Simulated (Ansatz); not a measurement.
One change: `CB[SiH](C)N` becomes `C[SiH](N)S`.

Ansatz, PBE0-D4/def2-TZVP geometries, multiplicity 1. Each molecule was computed in one conformer, which needn't be the lowest.

```json
{"property": "size of the dipole moment (ωB97M-V/def2-TZVPP) / D", "`CB[SiH](C)N`": "0.19"}
{"property": "size of the dipole moment (B3LYP/def2-TZVPP) / D", "`CB[SiH](C)N`": "0.18"}
{"property": "LUMO energy (PBE0/def2-TZVPP) / eV", "`CB[SiH](C)N`": "-1.56"}
{"property": "HOMO–LUMO gap (B3LYP/def2-TZVPP) / eV", "`CB[SiH](C)N`": "4.98"}
{"property": "HOMO–LUMO gap (PBE/def2-TZVPP) / eV", "`CB[SiH](C)N`": "3.04"}
{"property": "HOMO–LUMO gap (ωB97M-V/def2-TZVPP) / eV", "`CB[SiH](C)N`": "9.59"}
```

**Question.** What does the change do to each property? (Best estimate.)

**Answer.** Computed: 
| property | `C[SiH](N)S` | shift |
| --- | --- | --- |
| size of the dipole moment (ωB97M-V/def2-TZVPP) / D | 1.86 | 1.67 |
| size of the dipole moment (B3LYP/def2-TZVPP) / D | 1.85 | 1.67 |
| LUMO energy (PBE0/def2-TZVPP) / eV | 0.57 | 2.13 |
| HOMO–LUMO gap (B3LYP/def2-TZVPP) / eV | 7.16 | 2.18 |
| HOMO–LUMO gap (PBE/def2-TZVPP) / eV | 5.53 | 2.49 |
| HOMO–LUMO gap (ωB97M-V/def2-TZVPP) / eV | 11.50 | 1.91 |

With PBE0 the HOMO falls by 0.17 eV and the LUMO rises by 2.13 eV, so the gap widens by about 2.30 eV. PBE moves the HOMO by -0.28 eV and ωB97M-V by -0.11 eV. Dipoles are sizes alone; their direction can turn.

Positive LUMOs are unbound, so they and the gaps depend on the basis.

B3LYP here is the variant with VWN-RPA as its local correlation; programs differ in this.
